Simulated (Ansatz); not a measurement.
Frontier orbitals of ClF3SW, SMILES `[F][W]([F])([F])(=[S])[Cl]`.

Charge 0, multiplicity 1. Correlated methods include outer-core shells of W, which these sets cover unevenly. W: def2 effective core potential. The structure was optimised at the PBE0-D4/def2-TZVP level. Basis def2-TZVPP, the Gaussian-basis code of Ansatz.

Orbital energies of one run (eV). Highest occupied ones, from the top: -9.44, -9.63, -10.33, -10.93, -11.36, -11.87, -12.55, -13.15, -13.31, -13.55, -14.20, -14.60, -14.93, -15.08. Empty: -3.91, -3.50, -3.17, -2.24, 0.36, 0.69.

(1) Which functional gave them?
A. LC-ωPBE
B. r2SCAN0
C. B97M-V
D. HSE06 (plane-wave form)

## Answers

(1) B. HOMO energies: r2SCAN0 -9.44, LC-ωPBE -11.76, B97M-V -8.32, HSE06 -8.81 eV.

LC-ωPBE has ω = 0.4 bohr⁻¹.
